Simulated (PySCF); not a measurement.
Match the calculated data to a structure.

All candidates are C5H7BO2.

- Dipole: 1.81 D [B3LYP/def2-SVPD]
- Polarisability: 79.3 au [B3LYP/def2-SVPD]
- Couplings: largest of the computed one-bond spin–spin couplings (means over like bonds): 13C–1H +180.3, 13C–1H +178.1, 13C–1H +174.0, 13C–1H +130.5 (×2), 13C–11B +96.8, 17O–1H -81.2 (×2), 13C–13C +70.9, 13C–13C +61.2 Hz [B3LYP/pcJ-1, spin–dipole term left out for some pairs]
- Rotational structure: rotational constants A, B, C: 4.613, 1.401, 1.082 GHz [PBE0-D3(BJ)/def2-SVP]
- NMR, other nuclei: isotropic shieldings of nuclei other than C and H, by class: 76 (1 B), 219 (2 O) ppm [GIAO PBE0/pcSseg-1]
- 13C NMR: chemical shifts (computed TMS as zero) by class: 158.7 (1 C), 146.6 (1 C), 144.9 (1 C), 138.9 (1 C), 46.4 (1 C) ppm [GIAO PBE0/pcSseg-1]
- Valence photoelectron: vertical ionisation energy: 8.19 eV [ΔSCF B3LYP/def2-SVPD]
- Triplet: lowest triplet excitation (Tamm–Dancoff): 2.93 eV [TDA B3LYP/def2-SVPD]
- 1H NMR: chemical shifts (computed TMS as zero) by class: 7.50 (1 H), 7.10 (1 H), 6.56 (1 H), 3.10 (2 H), 2.82 (2 H) ppm [GIAO PBE0/pcSseg-1]

The electronic properties come from PySCF, for the isolated species, density fitting. Levels stand in brackets. Isolated species at its PBE0-D3(BJ)/def2-SVP geometry (one conformer only). NMR classes are plain means over equivalent atoms (diastereotopic ones count apart unless rotation or inversion swaps them), as if these changed places fast.

**Question.** Which candidate is it?
A. `OB(O)C1=CCC=C1`
B. `C/C=C/C#CB(O)O`
C. `C#C/C(C)=C/B(O)O`

**Answer.** A. It is `OB(O)C1=CCC=C1`. Numbering: `[OH:1][B:2]([OH:3])[C:4]1=[CH:5][CH2:6][CH:7]=[CH:8]1`. 5 carbons fall into 5 classes; from least to most shielded: alkene CH carbon [C5] (158.7 ppm), fully substituted alkene carbon [C4] (146.6 ppm), alkene CH carbon [C8] (144.9 ppm), alkene CH carbon [C7] (138.9 ppm), allylic carbon [C6] (46.4 ppm). Hydrogen classes from least to most shielded: 1 H on an alkene CH carbon, C5 (7.50 ppm), 1 H on an alkene CH carbon, C8 (7.10 ppm), 1 H on an alkene CH carbon, C7 (6.56 ppm), 2 H on an allylic carbon, C6 (3.10 ppm), 2 H on 2 boron-bound oxygens, O1/O3 (2.82 ppm). The other shieldings belong to: 76 ppm, three-coordinate boron [B2]; 219 ppm, boron-bound oxygen [O1/O3]. The couplings run between: +180.3 Hz, alkene CH carbon [C5] and its hydrogen; +178.1 Hz, alkene CH carbon [C7] and its hydrogen; +174.0 Hz, alkene CH carbon [C8] and its hydrogen; +130.5 Hz, allylic carbon [C6] and its hydrogen (with 1 like pair); +96.8 Hz, fully substituted alkene carbon [C4] and three-coordinate boron [B2]; -81.2 Hz, boron-bound oxygen [O1] and its hydrogen (with 1 like pair); +70.9 Hz, alkene CH carbon [C7] and alkene CH carbon [C8]; +61.2 Hz, fully substituted alkene carbon [C4] and alkene CH carbon [C5]. The first electron is taken from the HOMO, whose largest Löwdin shares are 0.27 on an alkene CH carbon, 0.24 on an alkene CH carbon, 0.18 on an alkene CH carbon and 0.16 on the fully substituted alkene carbon. By its constants the optimised geometry is an asymmetric top.

The others, at the same levels:
- `C#C/C(C)=C/B(O)O` fails: its computed 13C shifts are 152.7 (1 C), 135.9 (1 C), 90.2 (1 C), 89.2 (1 C), 23.6 (1 C) ppm, 1H shifts are 5.69 (1 H), 3.70 (2 H), 3.24 (1 H), 2.38 (3 H) ppm and vertical ionisation energy is 8.94 eV (against 8.19 eV).
- `C/C=C/C#CB(O)O` fails: its computed 13C shifts are 154.8 (1 C), 118.6 (1 C), 102.9 (1 C), 96.6 (1 C), 22.2 (1 C) ppm, 1H shifts are 6.49 (1 H), 5.63 (1 H), 2.89 (2 H), 1.91 (3 H) ppm and vertical ionisation energy is 8.57 eV (against 8.19 eV).

Each candidate is one conformer, not necessarily the lowest. Dipoles, sizes and rotational constants follow the conformer. The torsions of the flexible species, by atom-mapped SMILES:
- `[OH:1][B:2]([OH:3])[C:4]1=[CH:5][CH2:6][CH:7]=[CH:8]1`: O1–B2–C4–C5 -178°, H–O1–B2–O3 1°, H–O3–B2–O1 1°
- `[CH:1]#[C:2]/[C:3]([CH3:4])=[CH:5]/[B:6]([OH:7])[OH:8]`: C3–C5–B6–O7 -7°, H–O7–B6–C5 179°, H–O8–B6–C5 -1°
- `[CH3:1]/[CH:2]=[CH:3]/[C:4]#[C:5][B:6]([OH:7])[OH:8]`: H–O7–B6–C5 180°, H–O8–B6–C5 -179°
